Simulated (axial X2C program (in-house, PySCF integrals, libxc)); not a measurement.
## Nuclear properties of Be₂⁺

Calculated with an axial X2C code built on PySCF integrals: two-component X2C with atomic mean-field Coulomb and Gaunt terms, Gaussian nuclei, basis Be dyall-cv3z with contracted cores.

R = 2.218 Å (near the PBE0 minimum at charge 1 of the determinant lowest at the starting distance; the state shown can have its own minimum elsewhere).

Input and command:
```json
{"zs": [4, 4], "q": 1, "bas": ["dyall-cv3z", "dyall-cv3z"], "r0": 2.04, "levels": ["PBE0", "HF", "LDA", "PBE50", "TPSSh"], "nst": 3}
```
```bash
python soeom.py task.json out
```

Keys: zs atomic numbers; q charge; bas basis sets; r0 starting distance in Å; levels methods; nst determinants followed.

Determinant lowest in the PBE0 search, Ω = 1/2 (⟨Sz⟩ = 0.50, ⟨Lz⟩ = 0.00 at PBE0), spin on the atoms Be 0.25, Be 0.25:

```csv
level,A∥/gI Be (MHz),qzz Be (a.u.)
PBE0,343,-0.07
HF,394,-0.07
LDA,324,-0.08
PBE50,358,-0.07
TPSSh,335,-0.07
```

Determinant 1.82 eV from it at PBE0 and this distance, Ω = 3/2 (⟨Sz⟩ = 0.50, ⟨Lz⟩ = 1.00 at PBE0), spin on the atoms Be 0.25, Be 0.25:

| level | A∥/gI Be (MHz) | qzz Be (a.u.) |
| --- | --- | --- |
| PBE0 | 3.38 | 0.03 |
| HF | 0.161 | 0.01 |
| LDA | 4.24 | 0.03 |
| PBE50 | 2.28 | 0.02 |
| TPSSh | 6.71 | 0.03 |

A∥ (defined per Ω) follows by multiplying with gI = μI/(I μN); qzz is the electric field gradient, eQq0 = 234.96 MHz × Q/barn × qzz. The operators were transformed with the bare-nucleus X2C matrices; with these basis sets, hyperfine constants and field gradients can be off by tens of per cent, and where levels differ in sign neither size nor sign is settled.

Problem. With gI(9Be) = -0.7850, Q(9Be) = 0.05288 barn (g factors from the IAEA table of nuclear moments by Stone; Q from Pyykkö, Mol. Phys. 2018), turn the PBE0 values of the first state into constants in MHz.

Solution. A∥(9Be) = 343 × -0.7850 = -269 MHz; eQq0(9Be) = 234.96 × (0.05288) × (-0.07) = -0.87 MHz.

Each state is one determinant with collinear spin. Unrestricted Hartree–Fock can overshoot spin polarisation at the nuclei. The search compared states at one distance, so a state with another bond length can lie lower. PBE0 term energies can be off by some tenths of an eV.
